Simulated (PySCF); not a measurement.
CH4F2SeSi, SMILES C[Si]([SeH])(F)F. The structure is a stationary point at PBE-D3(BJ)/def2-SVP. The structure was generated by enumeration, and PubChem lists no compound with its InChIKey, so it may never have been made. The values are those of a single conformer.

Computed equilibrium geometry at PBE-D3(BJ)/def2-SVP (PySCF confirms it by a frequency run) as Cartesian coordinates in Å (one conformer of several):
```xyz
9

C     -2.1085    -0.8933     0.3636
Si    -0.7344     0.3441     0.1814
F     -0.6575     1.2330     1.5491
F     -1.0562     1.3871    -1.0310
Se     1.3027    -0.5344    -0.3368
H     -1.8855    -1.6067     1.1820
H     -3.0597    -0.3759     0.6035
H     -2.2385    -1.4680    -0.5741
H      1.2461    -1.4190     0.8563
```
Charge 0, spin multiplicity 1.
